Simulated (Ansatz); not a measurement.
`N#CC1=C(c2cccnc2)C2C=CC1C2` with charge -1. Total charge -1; doublet. Geometry r2SCAN-D4/def2-SVP, that of the neutral singlet; atoms count from 1.

Cartesian coordinates in Å:
```
N -2.3723 -0.5767 -2.7088
C -1.3542 -0.5004 -2.1373
C -0.1098 -0.4308 -1.4823
C 0.1631 -0.2018 -0.1607
C -0.7368 0.0272 0.9566
C -2.1072 -0.3109 0.9202
C -2.8988 -0.0413 2.0311
C -2.3093 0.5552 3.1529
N -1.0162 0.8869 3.2109
C -0.2612 0.6250 2.1465
C 1.7032 -0.1193 -0.0697
C 2.1290 1.1413 -0.8382
C 1.8520 0.9240 -2.1324
C 1.2434 -0.4825 -2.2307
C 2.0687 -1.1903 -1.1289
H -2.5398 -0.7839 0.0351
H -3.9623 -0.2951 2.0347
H -2.9102 0.7749 4.0445
H 0.7924 0.9222 2.2219
H 2.1205 -0.2432 0.9376
H 2.5097 2.0526 -0.3729
H 1.9550 1.6162 -2.9700
H 1.2009 -0.9353 -3.2296
H 1.6936 -2.1962 -0.8821
H 3.1468 -1.2179 -1.3484
```

The highest occupied level of the charge -1 doublet lies above zero (up to 0.72 eV). By energy differences its removal costs 0.83 eV (vertical, to the charge 0 singlet, at PBE0-D4/def2-SVP); self-interaction error and the lack of diffuse functions both raise the level.

Problem. Estimate the Mulliken populations from the PBE0/def2-SVP orbitals of Ansatz.

Solution. 
```json
{"atom": "N1", "charge (e)": "-0.09", "spin (α − β)": "0.17"}
{"atom": "C2", "charge (e)": "-0.20", "spin (α − β)": "-0.06"}
{"atom": "C3", "charge (e)": "-0.23", "spin (α − β)": "0.26"}
{"atom": "C4", "charge (e)": "0.09", "spin (α − β)": "0.24"}
{"atom": "C5", "charge (e)": "-0.07", "spin (α − β)": "-0.01"}
{"atom": "C6", "charge (e)": "-0.01", "spin (α − β)": "0.20"}
{"atom": "C7", "charge (e)": "-0.06", "spin (α − β)": "-0.11"}
{"atom": "C8", "charge (e)": "-0.02", "spin (α − β)": "0.24"}
{"atom": "N9", "charge (e)": "-0.20", "spin (α − β)": "-0.05"}
{"atom": "C10", "charge (e)": "0.00", "spin (α − β)": "0.09"}
{"atom": "C11", "charge (e)": "-0.16", "spin (α − β)": "-0.03"}
{"atom": "C12", "charge (e)": "0.00", "spin (α − β)": "0.03"}
{"atom": "C13", "charge (e)": "0.01", "spin (α − β)": "0.04"}
{"atom": "C14", "charge (e)": "-0.09", "spin (α − β)": "-0.02"}
{"atom": "C15", "charge (e)": "0.11", "spin (α − β)": "0.03"}
{"atom": "H16", "charge (e)": "0.01", "spin (α − β)": "-0.01"}
{"atom": "H17", "charge (e)": "-0.02", "spin (α − β)": "0.00"}
{"atom": "H18", "charge (e)": "-0.03", "spin (α − β)": "-0.01"}
{"atom": "H19", "charge (e)": "-0.01", "spin (α − β)": "-0.01"}
{"atom": "H20", "charge (e)": "-0.01", "spin (α − β)": "0.00"}
{"atom": "H21", "charge (e)": "-0.01", "spin (α − β)": "0.00"}
{"atom": "H22", "charge (e)": "-0.01", "spin (α − β)": "0.00"}
{"atom": "H23", "charge (e)": "-0.02", "spin (α − β)": "0.00"}
{"atom": "H24", "charge (e)": "0.02", "spin (α − β)": "0.00"}
{"atom": "H25", "charge (e)": "-0.01", "spin (α − β)": "0.00"}
```
Mulliken values and Mayer orders depend strongly on the basis.

Problem. Where does the spin sit?

Solution. Summed by element: N 0.12, C 0.91, H -0.03, of 1 unpaired in all. Largest on single atoms: C3 0.26, C4 0.24, C8 0.24.

Problem. And the Mayer bond orders between bonded heavy atoms (over 0.3)?

Solution. N1–C2 2.83 (1.17 Å); C2–C3 1.37 (1.41 Å); C3–C4 1.41 (1.37 Å); C3–C14 0.93 (1.55 Å); C4–C5 1.27 (1.45 Å); C4–C11 0.93 (1.54 Å); C5–C6 1.26 (1.41 Å); C5–C10 1.26 (1.41 Å); C6–C7 1.46 (1.39 Å); C7–C8 1.34 (1.40 Å); C8–N9 1.45 (1.34 Å); N9–C10 1.58 (1.33 Å); C11–C12 0.95 (1.54 Å); C11–C15 0.99 (1.55 Å); C12–C13 1.79 (1.34 Å); C13–C14 0.96 (1.54 Å); C14–C15 0.98 (1.55 Å).
